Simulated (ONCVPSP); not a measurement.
# Before and after: ONCV potential for lutetium

* Element: lutetium (Lu)
* Generator: ONCVPSP 4.0.1
* Type: optimised norm-conserving Vanderbilt (ONCV)
* Functional: PW91
* Relativity: scalar-relativistic
* Frozen core: [Kr] 4d10
* Valence charge: 25
* Reference configuration: 4f14 5s2 5p6 5d1 6s1 (charge +1)
* Partial waves: 5s+6s: rc 1.95 bohr, ncon 3, nbas 6, qcut 6.1 1/bohr, 3 projectors, debl 1.5 Ha; 5p: rc 1.85 bohr, ncon 4, nbas 7, qcut 6.6 1/bohr, 2 projectors, debl 0.5 Ha; 5d: rc 2.25 bohr, ncon 4, nbas 7, qcut 3.8 1/bohr, 1 projector; 4f: rc 0.90 bohr, ncon 3, nbas 7, qcut 22.7 1/bohr, 1 projector
* Local potential: polynomial inside 0.90 bohr (lpopt 5, dvloc0 0 Ha)
* Core correction: Teter function, fcfact 1.75, rcfact 1.65

In the p channel the program set the typed energies aside and used -1.413, 0.250 Ha.

Change: all radii but the core radius scaled by about 0.82 (s 1.60, p 1.52, d 1.86, f 0.74 bohr); local potential polynomial inside 0.74 bohr (lpopt 5, dvloc0 0 Ha).

Cutoffs: the cutoffs (Ha) at which the residual kinetic energy of the hardest occupied pseudo-wave falls to 1 and 0.1 mHa per electron; they do not see the model core or the augmentation charge, which bear on the density cutoff. Errors are all-electron minus pseudo energies relative to the spin-unpolarised reference configuration.

Question: What does the change do?

Answer: The potential gets harder (187 Ha and 207 Ha → 216 Ha and 236 Ha); the bound ghosts move from s to p, s; the lowest positive-energy flag moves from p at 93.4 eV to d at 53.4 eV; the number of tests with a reliable result goes from 4 to 0. A smaller radius makes the pseudo-wave follow the all-electron one further in, where it bends more sharply, so more plane waves are needed.

```csv
quantity,base,changed
"cutoff, loose",187 Ha,216 Ha
"cutoff, tight",207 Ha,236 Ha
loose cutoff by channel,"s 12 Ha, p 13 Ha, d 21 Ha, f 187 Ha","s 16 Ha, p 20 Ha, d 20 Ha, f 216 Ha"
bound ghosts,s,"s, p"
GHOST(+) flags under 300 eV,"p at 93.4 eV, d at 143.8 eV",d at 53.4 eV
tests with a reliable result,4 of 4,0 of 4
"rms error of d²Exc/dni dnj with the model core, mHa",2.91,2.74
```

 A true bound ghost makes a file unfit for plane-wave use even where its test errors are small: the radial tests pick states by their node count and pass the ghost by.
